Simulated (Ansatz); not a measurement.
The pair A = NH3 (SMILES N) (first 4 atoms), B = C2H3N (SMILES CC#N); geometry from B3LYP-D3(BJ)/def2-TZVP.
(charge 0, multiplicity 1):
```xyz
10

N     -0.053     0.004     0.171
H      0.650     0.307    -0.494
H      0.370    -0.714     0.749
H     -0.795    -0.438    -0.360
C     -0.398     1.241     3.277
C      0.278    -0.037     3.419
N      0.811    -1.053     3.496
H     -1.343     1.231     3.820
H      0.226     2.044     3.670
H     -0.586     1.407     2.214
```

Correlated levels freeze the cores.

Run with Ansatz (a quantum-chemistry and plane-wave program) with Gaussian orbitals. Each number belongs to the level named beside it.

Total energies (hartree), monomers frozen at their geometry in the pair:

```tsv
structure	PBE/def2-TZVPPD	B3LYP/def2-TZVPPD	CCSD(T)/aug-cc-pVDZ
AB	-189.1545545	-189.4064158	-188.8528192
A in the pair's basis	-56.5128292	-56.5904355	-56.4262739
B in the pair's basis	-132.6361272	-132.8115369	-132.4207219
A	-56.5126544	-56.5902889	-56.4252938
B	-132.6360830	-132.8114958	-132.4200522
```

### Question
Work out the interaction energy without and with the counterpoise correction, and the superposition error, for each level.

### Answer

E(AB) − E(A) − E(B), times 627.509 kcal/mol, with the monomers in their own basis and then in the pair's basis:
- PBE/def2-TZVPPD: -3.65 uncorrected, -3.51 corrected; the monomers gain 0.14 kcal/mol from borrowed functions
- B3LYP/def2-TZVPPD: -2.91 uncorrected, -2.79 corrected; the monomers gain 0.12 kcal/mol from borrowed functions
- CCSD(T)/aug-cc-pVDZ: -4.69 uncorrected, -3.65 corrected; the monomers gain 1.04 kcal/mol from borrowed functions
